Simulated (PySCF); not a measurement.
Al₂, triplet, at a GFN2-xTB geometry (such geometries of metal compounds can be far from the true shape); CASSCF(6,5)/STO-3G run with PySCF.

PySCF was given this input:
```python
from pyscf import gto, scf, mcscf
import numpy

mol = gto.M(
    atom='''
Al   -0.00000000   -0.00000000   -1.25283009
Al    0.00000000    0.00000000    1.25283009
''',
    basis='sto-3g',
    spin=2,
    verbose=4,
)

mf = scf.ROHF(mol)
mf.kernel()
mc = mcscf.CASSCF(mf, 5, 6)
mc.fix_spin_(ss=2.0)
mc.kernel()
occ = numpy.linalg.eigvalsh(mc.fcisolver.make_rdm1(mc.ci, mc.ncas, mc.nelecas))[::-1]
ss = mc.fcisolver.spin_square(mc.ci, mc.ncas, mc.nelecas)[0]
print('natural occupations', occ.round(4), ' <S^2>', round(ss, 4))
```

Task: Write the output that PySCF gives for this input, abridged.

Result: 
```
PySCF version 2.14.0

[INPUT] verbose = 4
[INPUT] num. atoms = 2
[INPUT] num. electrons = 26
[INPUT] charge = 0
[INPUT] spin (= nelec alpha-beta = 2S) = 2
[INPUT] symmetry False subgroup None
[INPUT] Mole.unit = angstrom
[INPUT] Symbol           X                Y                Z      unit          X                Y                Z       unit  Magmom
[INPUT]  1 Al     0.000000000000   0.000000000000  -1.252830090000 AA    0.000000000000   0.000000000000  -2.367505750714 Bohr   0.0
[INPUT]  2 Al     0.000000000000   0.000000000000   1.252830090000 AA    0.000000000000   0.000000000000   2.367505750714 Bohr   0.0

nuclear repulsion = 35.6915711712671
number of shells = 10
number of NR pGTOs = 54
number of NR cGTOs = 18
basis = sto-3g
ecp = {}

******** <class 'pyscf.scf.rohf.ROHF'> ********
method = ROHF
initial guess = minao
damping factor = 0
level_shift factor = 0
DIIS = <class 'pyscf.scf.diis.CDIIS'>
diis_start_cycle = 1
diis_space = 8
diis_damp = 0
SCF conv_tol = 1e-09
SCF conv_tol_grad = None
SCF max_cycles = 50
direct_scf = True
direct_scf_tol = 1e-13
num. doubly occ = 12  num. singly occ = 2
Set gradient conv threshold to 3.16228e-05
init E= -477.447616715125

WARN: HOMO 0.119483640504472 >= LUMO 0.119483640504474

cycle= 1 E= -477.776794972011  delta_E= -0.329  |g|= 0.0774  |ddm|=  1.6
  HOMO = 0.231326839423813  LUMO = 0.362651901321185  gap/eV = 3.57354
cycle= 2 E= -477.778218026193  delta_E= -0.00142  |g|= 0.00729  |ddm|= 0.063
  HOMO = 0.228326234640785  LUMO = 0.360019410778508  gap/eV = 3.58355
cycle= 3 E= -477.778248231936  delta_E= -3.02e-05  |g|= 0.0015  |ddm|= 0.0126
  HOMO = 0.228214831056652  LUMO = 0.359952599229503  gap/eV = 3.58477
cycle= 4 E= -477.77825042253  delta_E= -2.19e-06  |g|= 0.000168  |ddm|= 0.00391
  HOMO = 0.228258130813439  LUMO = 0.359993036388455  gap/eV = 3.58469
cycle= 5 E= -477.778250479236  delta_E= -5.67e-08  |g|= 8.44e-06  |ddm|= 0.000652
  HOMO = 0.228259290253259  LUMO = 0.359993942237126  gap/eV = 3.58468
cycle= 6 E= -477.778250479322  delta_E= -8.55e-11  |g|= 2.08e-07  |ddm|= 2.64e-05
  HOMO = 0.228259221219423  LUMO = 0.359993863891152  gap/eV = 3.58468
Extra cycle  E= -477.778250479322  delta_E= 1.14e-13  |g|= 4.68e-08  |ddm|= 4.08e-07
converged SCF energy = -477.778250479322

******** <class 'pyscf.mcscf.mc1step.CASSCF'> ********
CAS (4e+2e, 5o), ncore = 10, nvir = 3
max_cycle_macro = 50
max_cycle_micro = 4
conv_tol = 1e-07
conv_tol_grad = None
orbital rotation max_stepsize = 0.02
orbital rotation threshold for CI restart = 0.01
augmented hessian ah_max_cycle = 30
augmented hessian ah_conv_tol = 1e-12
augmented hessian ah_linear dependence = 1e-14
augmented hessian ah_level shift = 1e-08
augmented hessian ah_start_tol = 2.5
augmented hessian ah_start_cycle = 3
augmented hessian ah_grad_trust_region = 3
kf_trust_region = 3
kf_interval = 4
ci_response_space = 4
ci_grad_trust_region = 3
with_dep4 0
natorb = False
canonicalization = True
sorting_mo_energy = False
ao2mo_level = 2
internal_rotation = False
******** <class 'pyscf.fci.addons.SpinPenaltyFCISolver'> ********
max. cycles = 50
conv_tol = 1e-08
davidson only = True
linear dependence = 1e-12
level shift = 0.001
max iter space = 12
nroots = 1
pspace_size = 400
spin = None
CASCI E = -477.783932984776  S^2 = 2.0000000
Set conv_tol_grad to 0.000316228
macro iter   1 (  3 JK    1 micro), CASSCF E = -477.783938720668  dE = -5.73589199e-06  S^2 = 2.0000000
               |grad[o]|=0.00197  |grad[c]|=0.000156  |ddm|=0.00029  |maxRot[o]|=0.00804
macro iter   2 (  3 JK    1 micro), CASSCF E = -477.783938720926  dE = -2.58694399e-10  S^2 = 2.0000000
               |grad[o]|=3.59e-05  |grad[c]|=1.74e-06  |ddm|=4.66e-06  |maxRot[o]|=1.24e-05
1-step CASSCF converged in   2 macro (  6 JK   2 micro) steps
CASSCF canonicalization
Density matrix diagonal elements [1.99394616 1.99136498 1.00002278 1.         0.01466608]
CASSCF energy = -477.783938720926
CASCI E = -477.783938720926  E(CI) = -5.19388555528252  S^2 = 2.0000000
natural occupations [1.9939 1.9914 1.     1.     0.0147]  <S^2> 2.0
```
